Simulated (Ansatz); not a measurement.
C5H12Be (SMILES [CH3][Be][C](C)(C)C), singlet, geometry from GFN2-xTB (such geometries of metal compounds can be far from the true shape), atoms displaced at random by about 0.08 Å a coordinate; Ansatz (a program for electronic structure) with HF/STO-3G, gradient.

Ansatz was given this input:
Ansatz 0.2 input:
```yaml
crystal:
  periodic: [false, false, false]
  atoms:
    - {symbol: Be, position_ang: [0.60890488, 1.10314703, -0.24321607]}
    - {symbol: C, position_ang: [1.59446577, 2.44896807, -0.52691214]}
    - {symbol: H, position_ang: [2.56948244, 2.52901810, -0.26077499]}
    - {symbol: H, position_ang: [1.20432397, 3.40477628, 0.00029186]}
    - {symbol: H, position_ang: [1.57622569, 2.87597091, -1.59869805]}
    - {symbol: C, position_ang: [-0.36376550, -0.38613901, 0.12152536]}
    - {symbol: C, position_ang: [-1.77646853, -0.09056339, 0.13993212]}
    - {symbol: C, position_ang: [-0.00864896, -1.34931240, -1.02958111]}
    - {symbol: C, position_ang: [0.25118490, -1.12841380, 1.43628390]}
    - {symbol: H, position_ang: [-2.26594972, -1.02164983, 0.33894775]}
    - {symbol: H, position_ang: [-2.18112658, 0.22811040, -0.63493400]}
    - {symbol: H, position_ang: [-2.03664124, 0.57041506, 0.97654784]}
    - {symbol: H, position_ang: [-0.45512856, -1.15950103, -2.05008371]}
    - {symbol: H, position_ang: [0.99199250, -1.74324672, -1.11750426]}
    - {symbol: H, position_ang: [-0.56560458, -2.28203495, -0.93868641]}
    - {symbol: H, position_ang: [1.16923482, -1.26910175, 1.37644832]}
    - {symbol: H, position_ang: [-0.01209408, -0.25035120, 2.24285979]}
    - {symbol: H, position_ang: [-0.35058903, -1.99966766, 1.58843140]}
basis:
  gaussian:
    orbitals: STO-3G
hamiltonian:
  xc: hf
output: {forces: true}
```

Output, abridged:

```
Functional definition: HF
579 factors; integrals over basis functions are off by at most 4.9e-4 eV
mean field evaluation 1: about -5666.1740 eV, gradient 1.7e1 eV
mean field evaluation 2: about -5667.4598 eV, gradient 1.7e1 eV
mean field evaluation 4: about -5669.0188 eV, gradient 1.1e0 eV
mean field evaluation 8: about -5669.0239 eV, gradient 2.0e-1 eV
mean field -5669.02420128 eV, -208.3327967945 hartree, gradient 2.6e-5 eV, S^2 0.000000; 0 other end points of the search recorded, 0 dependent functions left out
the calculation of the forces begins
reference -5669.02420128 eV, -208.3327967945 hartree; 23, 23 occupied and 19, 19 virtual orbitals, 579 factors
Total energy: -5669.02420128 eV, -208.3327967945 hartree
Atom 0 at     0.608905     1.103147    -0.243216 Å, force    -0.137988    -1.097330     0.579657 eV/Å
Atom 1 at     1.594466     2.448968    -0.526912 Å, force    -4.435108     5.276011    -2.429315 eV/Å
Atom 2 at     2.569482     2.529018    -0.260775 Å, force     3.945816    -1.036702     1.059966 eV/Å
Atom 3 at     1.204324     3.404776     0.000292 Å, force     0.104203    -2.563635    -0.672547 eV/Å
Atom 4 at     1.576226     2.875971    -1.598698 Å, force    -0.064323    -1.770513     1.983941 eV/Å
Atom 5 at    -0.363766    -0.386139     0.121525 Å, force     8.218880     0.325046    -1.081063 eV/Å
Atom 6 at    -1.776469    -0.090563     0.139932 Å, force    -0.010778    -3.667785    10.826197 eV/Å
Atom 7 at    -0.008649    -1.349312    -1.029581 Å, force    -3.130329    -2.795240    -3.130209 eV/Å
Atom 8 at     0.251185    -1.128414     1.436284 Å, force   -14.132271     8.633383     1.539637 eV/Å
Atom 9 at    -2.265950    -1.021650     0.338948 Å, force    -0.946132    -0.618216     0.346401 eV/Å
Atom 10 at    -2.181127     0.228110    -0.634934 Å, force    -3.791175     4.120969    -9.251780 eV/Å
Atom 11 at    -2.036641     0.570415     0.976548 Å, force     0.073508    -0.243991    -0.569806 eV/Å
Atom 12 at    -0.455129    -1.159501    -2.050084 Å, force     1.686026     1.447423     1.326907 eV/Å
Atom 13 at     0.991993    -1.743247    -1.117504 Å, force     0.733017     1.134975     0.002716 eV/Å
Atom 14 at    -0.565605    -2.282035    -0.938686 Å, force    -0.135906    -0.293705     1.449610 eV/Å
Atom 15 at     1.169235    -1.269102     1.376448 Å, force    10.544353    -1.837182    -0.719173 eV/Å
Atom 16 at    -0.012094    -0.250351     2.242860 Å, force     1.427628    -4.226461    -1.940940 eV/Å
Atom 17 at    -0.350589    -1.999668     1.588431 Å, force     0.050578    -0.787049     0.679801 eV/Å
Dipole moment:    -0.032646     0.072125    -0.021705 e Å
```
